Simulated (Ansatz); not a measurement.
Basis sets over 8 cases of the atomisation energy at PBE with Ansatz (Ga to Br present), each against its own reference: the value in aug-cc-pV5Z. By their distance from other large sets or by the extrapolation step the references are unsure by up to roughly 0.41 kcal/mol. B3LYP-D3(BJ)/def2-TZVP geometries; electronic energies; unrestricted open shells; no added dispersion term; no relativity. Cartesian d functions in some cases of 3-21G, 6-31G*. (X+d) sets on Al to Cl for cc-pVXZ and aug-cc-pVXZ. 

Cases are drawn at random; left out are references unsure by over 1.3 kcal/mol, doubtful singlets, and cases whose largest runs show a restricted determinant unstable towards unrestricted orbitals, <S^2> over 0.1 too high or, where CCSD(T) ran, T1 over 0.025 (0.045 for open shells). Sets are drawn from those converged to one state in every case.

Cases (SMILES) and reference values:
- [Ge]=[S] (S-Ge) (closed-shell singlet) → Ge atom + S atom: 137.71 kcal/mol
- [GeH3] (GeH3) → Ge atom + 3 H atom: 200.78 kcal/mol
- [SeH] (SeH) → H atom + Se atom: 78.89 kcal/mol
- [Ga][F] (F-Ga) (closed-shell singlet) → F atom + Ga atom: 145.48 kcal/mol
- Br[C] (C-Br) → Br atom + C atom: 95.21 kcal/mol
- BrCl (Cl-Br) → Br atom + Cl atom: 62.20 kcal/mol
- [Se]Cl (Cl-Se) → Cl atom + Se atom: 72.51 kcal/mol
- [Ge][Cl] (Cl-Ge) → Cl atom + Ge atom: 99.24 kcal/mol

```
basis        functions over def2-SVP (largest species, mean of cases)  mean signed deviation (kcal/mol)  mean absolute  largest  within 4 kcal/mol
-----------  --------------------------------------------------------  --------------------------------  -------------  -------  -----------------
pcseg-0                                                           0.7                            -12.88          12.88    21.14             1 of 8
3-21G                                                             0.7                             -6.99          10.46    20.45             1 of 8
pcseg-1                                                           0.9                             -3.02           3.02     5.40             6 of 8
def2-SV(P)                                                        1.0                             -1.54           1.69     3.55             8 of 8
def2-SVP                                                          1.0                             -0.86           1.00     3.55             8 of 8
6-31G*                                                            1.0                             -2.91           2.91     4.81             6 of 8
aug-pcseg-1                                                       1.3                             -2.72           2.72     5.10             6 of 8
aug-cc-pVDZ                                                       1.3                             -1.89           1.89     3.04             8 of 8
cc-pVTZ                                                           1.6                             -0.36           0.36     0.60             8 of 8
def2-TZVP                                                         1.6                             -0.09           0.43     0.65             8 of 8
def2-TZVPP                                                        1.8                              0.02           0.46     0.77             8 of 8
def2-TZVPD                                                        2.0                              0.15           0.34     0.92             8 of 8
aug-cc-pVTZ                                                       2.3                             -0.33           0.33     0.48             8 of 8
cc-pVQZ                                                           2.7                              0.00           0.17     0.50             8 of 8
pcseg-3                                                           2.8                             -0.23           0.23     0.50             8 of 8
def2-QZVP                                                         3.0                             -0.13           0.13     0.31             8 of 8
def2-QZVPPD                                                       3.6                             -0.03           0.06     0.15             8 of 8
aug-cc-pVQZ                                                       3.8                              0.03           0.12     0.28             8 of 8
aug-pcseg-3                                                       3.9                             -0.19           0.19     0.48             8 of 8
pcseg-4                                                           4.7                             -0.17           0.17     0.47             8 of 8
```

Among the sets for which every case ran a larger relative (same family, alike in diffuse functions, listed or not), the smallest listed that holds all cases within 4 kcal/mol together with them is def2-SV(P), at 1.0 times the functions of def2-SVP, level with def2-SVP. Inside, though some case ran no larger relative to test it: def2-QZVPPD, aug-pcseg-3, pcseg-4. Largest deviations of relatives not listed, over the cases that ran them: def2-TZVPPD 0.92, def2-QZVPP 0.31, cc-pV5Z 0.12, aug-cc-pV5Z 0.00 kcal/mol. These figures hold for the cases listed.

Ansatz is an electronic-structure program.
